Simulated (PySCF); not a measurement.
Species: C5H9S2 (doublet state).
SMILES with atom numbers: `[CH2:1][C@H:2]1[CH2:3][CH2:4][S:5][CH2:6][S:7]1` (hydrogens: H8, H9 on C1; H10 on C2; H11, H12 on C3; H13, H14 on C4; H15, H16 on C6)

Structure used (GFN2-xTB), in Å, numbered top down from 1:
```
atom  x, y, z in Å
C1    -2.0028    1.3092    0.2642
C2    -0.7455    0.6588    0.4711
C3    -0.7572   -0.8495    0.2628
C4     0.5127   -1.5430    0.7342
S5     1.9435   -1.2368   -0.3537
C6     2.0098    0.5646   -0.1676
S7     0.5382    1.4114   -0.7929
H8    -2.7259    0.8882   -0.4085
H9    -2.1553    2.3151    0.6053
H10   -0.2765    0.9427    1.4173
H11   -1.5967   -1.2602    0.8318
H12   -0.9253   -1.0681   -0.7936
H13    0.7846   -1.2277    1.7439
H14    0.3840   -2.6244    0.7229
H15    2.8477    0.9156   -0.7641
H16    2.1571    0.8129    0.8830
```

The hyperfine couplings belong to this conformer and change with its torsions.

The calculation used UKS B3LYP, pcH-1 on C H S, non-relativistic, mean-field spin-orbit, GIAO (PySCF 2.14.0). Geometry: GFN2-xTB, one conformer, isolated molecule. Couplings are sensitive to structure, and on GFN2-xTB geometries they can be far from those on DFT ones. Stability of the SCF solution: not tested.

The isotropic 13C couplings are +90.2, -26.9, +13.0, +6.5, +2.7 MHz. Assign them to C1; C2; C3; C4; C6.

```csv
site,a_iso (MHz),ρ(0) (bohr⁻³),position,distance from C1 (Å),spin population,largest |T| (MHz)
C1,+90.2,+0.0803,largest spin population,0.00,+1.00,151.9
C2,-26.9,-0.0239,1 bond from C1,1.43,-0.11,7.2
C3,+13.0,+0.0116,2 bonds from C1,2.49,+0.01,2.7
C4,+2.7,+0.0024,3 bonds from C1,3.83,0.00,0.7
C6,+6.5,+0.0057,3 bonds from C1,4.10,+0.01,3.8
```

ρ(0) is the spin density at the nucleus and T the dipolar tensor; a_iso includes a spin–orbit part. Largest spin populations (Mulliken): C1 (+1.00), S7 (+0.14) and C2 (-0.11). No atom but C1 exceeds +0.15. The positive populations add up to 1.19 and the negative ones to -0.19, together 2S = 1. The angles at C1 add up to 358.7°, so it is planar; its axial dipolar tensor and the negative couplings of its protons fit spin in a p orbital normal to that plane.

Examples of negative spin density at the nucleus (bohr⁻³): C2 (-0.0239), H8 (-0.0127) and H9 (-0.0127).

H8 and H9 aren't averaged: C1 is flat or nearly so (angle sum 359°), and its turn about the short C1–C2 bond (1.43 Å) is taken as slow.

On one thread, Arm Neoverse V1 (aarch64), shared host with 32 logical CPUs at a one-minute load of 12, this took 95 s (with the writing of density and orbital grids) and 0.96 GiB of memory at its peak.
